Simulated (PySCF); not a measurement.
# How methods differ on the ionisation energy of Al(2+)

Al(2+) [Ne] 3s1 (2S) → Al(3+) [Ne] (1S), as a difference of total energies. Calculation: PySCF 2.14, in aug-cc-pwCVTZ (8s7p5d3f, 75 functions); no relativity, point nucleus. Correlated levels: valence and next inner shell: 1s2 frozen; nothing frozen. The calculations carry no spin-orbit coupling.

```csv
method,ionisation energy (eV),error (eV)
UHF,28.040,-0.408
LDA,28.818,+0.370
PBE,28.818,+0.370
PBE0,28.681,+0.233
r2SCAN,28.380,-0.068
PBEsol,28.606,+0.158
TPSSh,28.470,+0.022
wB97M-V,28.528,+0.080
B97-3,28.388,-0.060
MP2 (valence and next inner shell),28.348,-0.100
SCS-MP2 (valence and next inner shell),28.285,-0.163
MP2 (all electrons),28.344,-0.104
SCS-MP2 (all electrons),28.282,-0.166
```

Reference: 28.448 eV (measured; NIST Atomic Spectra Database, ionization energies).

Errors of the correlated levels include the incompleteness of this basis and the frozen core.
